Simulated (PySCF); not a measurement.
## Radial density of Bi²⁺ (bismuth, charge +2)

UHF, [Xe] 4f14 5d10 6s2 6p1, 2P determinant. Computed with PySCF 2.14 in x2c-TZVPPall, with the spin-free X2C one-electron Hamiltonian (Gaussian nucleus).

```tsv
r (bohr)	4πr²ρ (e/bohr)	4πr²(ρα − ρβ)
0.0127	115.4	0.0028
0.0213	102.7	0.0082
0.0359	141.0	0.0106
0.0604	147.2	-0.0026
0.102	129.5	0.0076
0.171	127.6	0.0051
0.287	91.34	0.0275
0.483	65.90	0.0005
0.813	26.84	0.0652
1.37	11.32	0.0500
2.30	2.373	0.5320
3.87	0.2210	0.1377
6.51	0.003849	0.0034
```

Densities and radii are taken from the X2C orbitals without a picture-change correction, which distorts them close to the nucleus.

Spin-orbit coupling, absent here, splits the open shell strongly.

Task: Where is the radial spin density 4πr²(ρα − ρβ) most negative, and why is it negative at all?

Result: Around r = 0.0604 bohr, down to -0.0026 e/bohr: exchange with the open shell polarises the paired shells in an unrestricted calculation.
